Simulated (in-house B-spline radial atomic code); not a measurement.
# The oxygen ion O⁴⁺: [He] 2s(0 up, 1 down) 3d(0 up, 1 down) (an excited or competing configuration)

Method: non-relativistic AM05, spin-polarised, spherical fractional occupations, point nucleus. Calculated with a radial B-spline atomic code at the basis-set limit.

Screening seen three ways: the hydrogenic charge with the same mean radius, Z_r = [3n² - l(l+1)]/(2<r>), the one with the same energy, Z_e = n√(-2ε), and Slater's rules. Values are occupation-weighted means over spin.

```tsv
shell	electrons	ε (eV)	<r> (bohr)	Z_r	Z_e	Slater
1s	2	-634.87	0.1988	7.54	6.83	7.70
2s	1	-113.19	0.9086	6.60	5.77	6.30
3d	1	-35	1.951	5.38	4.81	5.00
```

The least bound orbital is 3d down at -35 eV, and it is also the most diffuse (<r> = 1.951 bohr).
